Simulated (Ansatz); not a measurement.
Basis-set extrapolation for C3H6BN (`BNC=C=C`) (PBE0-D4/def2-TZVP geometry, frozen core, Ansatz 0.2.0). Multiplicity 1, RHF reference.

|  | def2-TZVPP | def2-QZVPP |
| --- | --- | --- |
| HF | -196.269939 | -196.278823 |
| MP2 correlation | -0.779638 | -0.830718 |
| CCSD(T) correlation | -0.856328 | not run |

Energies in hartree. Use E(X) = E(∞) + A·exp(−7.88·√X) for Hartree–Fock and E(X) = E(∞) + B·X^(−2.97) for correlation, with X = 3 and 4, and add CCSD(T) minus MP2 of the smaller set to the MP2 limit.

What is the CCSD(T) energy at the basis-set limit?

HF limit: -196.278823 + (-0.008884) × 0.13774 = -196.28005. MP2 limit: -0.830718 + (-0.051080) × 0.74074 = -0.86855. Higher-order term: -0.856328 − (-0.779638) = -0.07669. Total: -197.22529 hartree, 260.0 kJ/mol below CCSD(T)/def2-TZVPP.
